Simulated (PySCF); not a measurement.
Exercise with solution: chemical shift, span and skew from a shielding tensor

siletan-1-amine (C3H9NSi), SMILES N[SiH]1CCC1. Atoms are numbered in the order given.

```xyz
14

N      2.1197    -0.2369    -0.3346
Si     0.5609     0.3443     0.1106
C     -0.9477     0.3924    -1.0423
C     -1.7742    -0.0667     0.1876
C     -0.6711    -0.7555     1.0341
H      2.2591    -1.0977    -0.8486
H      2.9166     0.3823    -0.4071
H      0.8040     1.6605     0.7794
H     -1.2783     1.3107    -1.5490
H     -0.8903    -0.4139    -1.7937
H     -2.6418    -0.7050    -0.0491
H     -2.1643     0.8127     0.7264
H     -0.7859    -0.7229     2.1271
H     -0.5515    -1.8103     0.7325
```
Charge 0, spin multiplicity 1.

The structure is a stationary point at PBE0-D3(BJ)/def2-SVP. The values are those of a single conformer.

GIAO shieldings from PBE/pcSseg-1 (PySCF), non-relativistic, no solvent. The symmetric part of the tensor of N1 has the principal values 210.7, 221.7, 258.0 ppm. The same nucleus in NH3 has σ = 267.0 ppm at this level (PySCF, at its B3LYP-D3(BJ)/def2-TZVP geometry).

### Question
Work out the isotropic shielding, the ¹⁵N shift against NH3, the span and the skew.

### Answer

σ(iso) = (σ11 + σ22 + σ33)/3 = 230.1 ppm. δ = σ(ref) − σ(iso) = 267.0 − (230.1) = 36.9 ppm.
Span Ω = σ33 − σ11 = 47.3 ppm. Skew κ = 3(σ(iso) − σ22)/Ω = 0.53. Tumbling in solution averages the tensor to δ; in a static solid the shielding alone would spread this spin-1/2 line over Ω.
